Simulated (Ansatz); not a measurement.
An input meant for TaSeCl3 (charge 0, singlet; atoms displaced at random, 0.08 Å in each coordinate).

```yaml
crystal:
  periodic: [false, false, false]
  atoms:
    - {symbol: Ta, position_ang: [0.000063, 0.026238, -0.089200]}
    - {symbol: Se, position_ang: [0.037451, 0.044612, 2.276744]}
    - {symbol: Cl, position_ang: [2.102818, -0.003101, -0.698982]}
    - {symbol: Cl, position_ang: [-1.251697, 1.807120, -0.709135]}
    - {symbol: Cl, position_ang: [-1.059219, -1.957310, -1.002946]}
basis:
  gaussian: {orbitals: def2-mTZVP}
total_charge: 3
magnetization: {spin_polarized: true, initial_magnetization: 1}
hamiltonian: {xc: {name: B3LYP}, dispersion: d3bjatm}
scf: {omitted_lower_state_checks: [starts]}
output: {forces: true}
```

```sh
$ ansatz run in.yaml --threads 4 --pin off --events-out ev --progress --plain --max-ram 3916MiB
```

It prints (some lines left out):

```
Functional definition: B3LYP
  name "B3LYP"
  cite "Stephens, Devlin, Chabalowski & Frisch, J. Phys. Chem. 98, 11623 (1994) doi:10.1021/j100096a001"
  cite "Becke, Phys. Rev. A 38, 3098 (1988) doi:10.1103/PhysRevA.38.3098"
  cite "Lee, Yang & Parr, Phys. Rev. B 37, 785 (1988) doi:10.1103/PhysRevB.37.785"
  cite "Vosko, Wilk & Nusair, Can. J. Phys. 58, 1200 (1980) doi:10.1139/p80-159"
  parameter a0 = 0.2
  parameter ax = 0.72
  parameter ac = 0.81
  exchange = (1 - a0 - ax)*slater_x + ax*b88_x + a0*exact_x
  correlation = (1 - ac)*vwn_rpa_c + ac*lyp_c
these checks for a lower state are left out or cut short: starts
1316 factors; integrals over basis functions are off by at most 2.4e-4 eV
mean field evaluation 1: about -104413.4069 eV, gradient 5.1e1 eV
mean field evaluation 2: about -104239.8568 eV, gradient 1.6e2 eV
mean field evaluation 4: about -104379.9167 eV, gradient 7.6e1 eV
mean field evaluation 8: about -104433.1139 eV, gradient 2.4e0 eV
mean field evaluation 16: about -104433.3421 eV, gradient 2.2e-1 eV
mean field evaluation 32: about -104433.3540 eV, gradient 5.8e-6 eV
mean field -104433.35400924 eV, -3837.8549723697 hartree, gradient 5.8e-6 eV, S^2 1.739602; 0 other end points of the search recorded, 0 dependent functions left out
the calculation of the forces begins
reference -104433.35428606 eV, -3837.8549825426 hartree; 48, 47 occupied and 90, 91 virtual orbitals, 1316 factors
Total energy: -104433.83473606 eV, -3837.8726387545 hartree
Atom 0 at     0.000063     0.026238    -0.089200 Å, force    -1.036884     0.110141    -4.059976 eV/Å
Atom 1 at     0.037451     0.044612     2.276744 Å, force     0.091455     0.137971     3.744166 eV/Å
Atom 2 at     2.102818    -0.003101    -0.698982 Å, force     0.401959     0.147742    -0.039665 eV/Å
Atom 3 at    -1.251697     1.807120    -0.709135 Å, force     0.508837    -0.479154     0.290193 eV/Å
Atom 4 at    -1.059219    -1.957310    -1.002946 Å, force     0.034633     0.083300     0.065282 eV/Å
Dipole moment:    -0.172258    -0.318023     0.132399 e Å
Checks for a lower state left out: starts
```

**Question.** What is wrong with this run?

**Answer.** The charge is far from what the species holds (3 typed, 0 meant). The run converged. The result belongs to that input, not to the species as meant. The charge 3 doublet is spin-contaminated (final ⟨S²⟩ up to 1.74, 0.75 for a pure state).
